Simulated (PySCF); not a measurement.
Work out the structure from these simulated measurements.

Formula: C2H7BS2.

- 13C NMR: chemical shifts (computed TMS as zero) by class: 17.5 (2 C) ppm [GIAO PBE0/pcSseg-1]
- Dipole: 1.45 D [CAM-B3LYP/def2-SVPD]
- Rotational structure: rotational constants A, B, C: 7.993, 1.549, 1.320 GHz [PBE0-D3(BJ)/def2-SVP]
- 1H NMR: chemical shifts (computed TMS as zero) by class: 6.80 (1 H), 2.18 (6 H) ppm [GIAO PBE0/pcSseg-1]
- NMR, other nuclei: isotropic shieldings of nuclei other than C and H, by class: 39 (1 B), 481 (2 S) ppm [GIAO PBE0/pcSseg-1]
- Triplet: lowest triplet excitation (Tamm–Dancoff): 4.39 eV [TDA CAM-B3LYP/def2-SVPD]
- Valence photoelectron: vertical ionisation energy: 8.93 eV [ΔSCF CAM-B3LYP/def2-SVPD]

Electronic properties: PySCF, gas phase, density fitting. Levels stand in brackets. Geometry: PBE0-D3(BJ)/def2-SVP, one conformer, isolated molecule. NMR classes are plain means over equivalent atoms (diastereotopic ones count apart unless rotation or inversion swaps them), as if these changed places fast.

Question: Propose a structure and show how it fits.

Answer: Numbering: `[CH3:1][S:2][BH:3][S:4][CH3:5]`. 2 carbons fall into 1 class: S-methyl carbon [C1/C5] (17.5 ppm, 2 C, up to 3.1 ppm apart in this geometry). Hydrogen classes from least to most shielded: 1 H on a three-coordinate boron, B3 (6.80 ppm), 6 H on 2 S-methyl carbons, C1/C5 (2.18 ppm). The other shieldings belong to: 39 ppm, three-coordinate boron [B3]; 481 ppm, sulfur bonded to B and C [S2/S4]. The first electron is taken from the HOMO, whose largest Löwdin shares are 0.40 on a sulfur bonded to B and C, 0.35 on a sulfur bonded to B and C, 0.09 on the three-coordinate boron and 0.06 on an S-methyl carbon. By its constants the optimised geometry is an asymmetric top. Structure: `CSBSC`. The assignments are read from this structure; whether some other isomer fits the data as well wasn't checked.

Shape of the structure used: `[CH3:1][S:2][BH:3][S:4][CH3:5]`: C1–S2–B3–S4 0°, S2–B3–S4–C5 179°.
